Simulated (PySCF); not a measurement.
C₅H₁₁BO₂.
Cartesian coordinates in Å at the GFN2-xTB level; atoms count from 1:
```xyz
19
C5H11BO2 angstrom
C      2.113   -0.565    0.114
C      0.976   -0.202   -0.832
C     -0.308    0.268   -0.130
C     -0.074    1.496    0.749
C     -1.020   -0.873    0.649
O     -2.282   -1.024    0.032
B     -2.364   -0.146   -1.001
O     -1.254    0.614   -1.145
H      1.794   -1.302    0.847
H      2.478    0.311    0.643
H      2.940   -0.985   -0.454
H      0.718   -1.066   -1.449
H      1.296    0.596   -1.505
H      0.404    2.281    0.170
H      0.550    1.242    1.602
H     -1.031    1.868    1.110
H     -0.482   -1.823    0.578
H     -1.168   -0.621    1.704
H     -3.294   -0.060   -1.690
```

PySCF, density fitting, gas phase, GFN2-xTB geometry. The standard run uses grid level 2 after a coarse-grid start, the def2-universal JK fitting basis (with tight functions added where the orbital basis needs them), an energy threshold of 1e-9 Eh and DIIS. The changed runs have no coarse-grid stage.

**Question.** Standard PBE0/pcSseg-1: E = -372.069514 Eh, HOMO -7.981 eV, LUMO 1.009 eV, dipole 2.585 D, 14 cycles (coarse-grid cycles included). What changes at PBE0/pcSseg-1 with: energy threshold 1e-06 Eh?

**Answer.** E = -372.069514 Eh (0.000 mEh), HOMO -7.981 eV (0.000), LUMO 1.008 eV (-0.001), dipole 2.586 D (+0.001), 8 SCF cycles. The result matches the standard run within 0.02 mEh and 0.003 eV; such settings steer the iterations and don't enter the energy expression.

The cycles:
```
cycle   1  E = -371.9423062882  dE =  1.087e+00  |g| = 8.181e-01  |ddm| = 3.693e+00
cycle   2  E = -371.8294212960  dE =  1.129e-01  |g| = 1.152e+00  |ddm| = 1.342e+00
cycle   3  E = -372.0677107936  dE = -2.383e-01  |g| = 9.140e-02  |ddm| = 8.343e-01
cycle   4  E = -372.0691906749  dE = -1.480e-03  |g| = 3.692e-02  |ddm| = 8.435e-02
cycle   5  E = -372.0695013034  dE = -3.106e-04  |g| = 8.003e-03  |ddm| = 3.543e-02
cycle   6  E = -372.0695114755  dE = -1.017e-05  |g| = 4.064e-03  |ddm| = 8.377e-03
cycle   7  E = -372.0695142944  dE = -2.819e-06  |g| = 6.058e-04  |ddm| = 2.677e-03
cycle   8  E = -372.0695143664  dE = -7.198e-08  |g| = 1.481e-04  |ddm| = 6.217e-04
```
